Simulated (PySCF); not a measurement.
C₄H₂N₂, SMILES C#C/C=N/C#N.

The structure is a stationary point at PBE0-D3(BJ)/def2-SVP. The structure was generated by enumeration; whether it is a known compound was not checked.

All values below come from PBE/def2-TZVP in PySCF.

Symmetry labels are those of the subgroup Cs that the program uses (full group Cs).

Task: List the valence orbital energies around the gap with their symmetry. (An estimate is asked for; the answer gives what the named calculation found.)

Result: 
```tsv
orbital	symmetry	energy (eV)
HOMO−7	A'	-13.13
HOMO−6	A"	-11.18
HOMO−5	A'	-9.53
HOMO−4	A"	-8.95
HOMO−3	A'	-8.74
HOMO−2	A'	-8.06
HOMO−1	A"	-7.46
HOMO	A'	-7.15
LUMO	A"	-4.03
LUMO+1	A'	-1.35
LUMO+2	A'	-0.06
LUMO+3	A"	0.22
```
